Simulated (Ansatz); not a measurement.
Cost and result for the atomization energy of C₂H₉FSi₂ (`F[SiH2]CC[SiH3]`) (14 atoms, 13 bonds).

```xyz
14

F     1.3882   -0.5190    2.2249
Si    1.7641   -0.3655    0.6718
C     0.6547    0.9224   -0.0914
C    -0.8516    0.7274    0.1261
Si   -1.6217   -0.7553   -0.7384
H     3.1848    0.0589    0.5903
H     1.6014   -1.7020    0.0473
H     0.8928    0.9562   -1.1626
H     0.9719    1.8922    0.3107
H    -1.0748    0.6481    1.1954
H    -1.3952    1.6115   -0.2258
H    -1.2662   -0.7394   -2.1845
H    -3.1019   -0.6968   -0.6065
H    -1.1466   -2.0388   -0.1573
```

The species carries charge 0 and has multiplicity 1. The geometry is a stationary point of PBE0-D4/def2-TZVP. It is one conformer, not always the lowest. Program: Ansatz. All runs use 4 threads of an AMD EPYC 9R45 on a shared host. Times are those of one run each, without the atoms' runs, and a repeat can differ threefold. Electronic energies, without spin–orbit coupling; frozen cores. CCSD(T)/CBS adds CCSD(T) − MP2 in def2-TZVPP to the MP2 limit, and its time is that of the two runs behind it. T1 = 0.011.

CCSD(T)/CBS is a level of theory with its own doubt, some kJ/mol a heavy atom from the limit and from the frozen cores, so smaller differences don't rank the functionals.

```json
{"level": "revPBE-D4/def2-TZVPP", "functions": "303", "wall time": "1 s", "atomization (kJ/mol)": "4882.5", "difference from CCSD(T)/CBS": "-91.0", "per bond": "-7.0"}
{"level": "BLYP-D4/def2-TZVPP", "functions": "303", "wall time": "1.1 s", "atomization (kJ/mol)": "4916.7", "difference from CCSD(T)/CBS": "-56.8", "per bond": "-4.4"}
{"level": "PBE-D4/def2-TZVPP (with forces)", "functions": "303", "wall time": "1.3 s", "atomization (kJ/mol)": "4969.8", "difference from CCSD(T)/CBS": "-3.7", "per bond": "-0.3"}
{"level": "BHLYP-D4/def2-TZVPP", "functions": "303", "wall time": "1.5 s", "atomization (kJ/mol)": "4880.1", "difference from CCSD(T)/CBS": "-93.4", "per bond": "-7.2"}
{"level": "PBE0-D4/def2-TZVPP", "functions": "303", "wall time": "1.6 s", "atomization (kJ/mol)": "4935.4", "difference from CCSD(T)/CBS": "-38.1", "per bond": "-2.9"}
{"level": "r2SCAN-D4/def2-TZVPP (with forces)", "functions": "303", "wall time": "2 s", "atomization (kJ/mol)": "4962.9", "difference from CCSD(T)/CBS": "-10.6", "per bond": "-0.8"}
{"level": "r2SCANh-D4/def2-TZVPP", "functions": "303", "wall time": "2.2 s", "atomization (kJ/mol)": "4945.8", "difference from CCSD(T)/CBS": "-27.7", "per bond": "-2.1"}
{"level": "CCSD(T)/def2-SVP", "functions": "123", "wall time": "2.4 s", "atomization (kJ/mol)": "4692.3", "difference from CCSD(T)/CBS": "-281.2", "per bond": "-21.6"}
{"level": "B2PLYP/def2-TZVPP", "functions": "303", "wall time": "2.6 s", "atomization (kJ/mol)": "4905.6", "difference from CCSD(T)/CBS": "-67.9", "per bond": "-5.2"}
{"level": "PBE-QIDH/def2-TZVPP", "functions": "303", "wall time": "2.8 s", "atomization (kJ/mol)": "4925.7", "difference from CCSD(T)/CBS": "-47.8", "per bond": "-3.7"}
{"level": "MP2/def2-QZVPP", "functions": "581", "wall time": "12 s", "atomization (kJ/mol)": "4955.2", "difference from CCSD(T)/CBS": "-18.3", "per bond": "-1.4"}
{"level": "CCSD(T)/def2-TZVPP", "functions": "303", "wall time": "2.9 min", "atomization (kJ/mol)": "4856.7", "difference from CCSD(T)/CBS": "-116.8", "per bond": "-9.0"}
{"level": "CCSD(T)/CBS(def2)", "functions": "–", "wall time": "3.1 min", "atomization (kJ/mol)": "4973.5", "difference from CCSD(T)/CBS": "0.0", "per bond": "0.0"}
```

From r2SCAN to r2SCAN0 (25 % exact exchange), in def2-TZVPP and without D4, the atomization energy moves by −42.1 kJ/mol: exact exchange takes away binding that semilocal exchange gives to molecules. The D4 term adds +49.2 kJ/mol with B3LYP and +26.1 kJ/mol with PBE0; it sums over pairs of atoms, weighted by their polarisabilities, and B3LYP, whose exchange is more repulsive, gets the larger term. At CCSD(T), def2-SVP lies −281.2 kJ/mol from the extrapolated value and def2-TZVPP −116.8 kJ/mol: correlation converges slowly with the basis, and small sets miss more of it in the bonded molecule than in its fragments.

B3LYP here is the variant with VWN-RPA as its local correlation; programs differ in this.
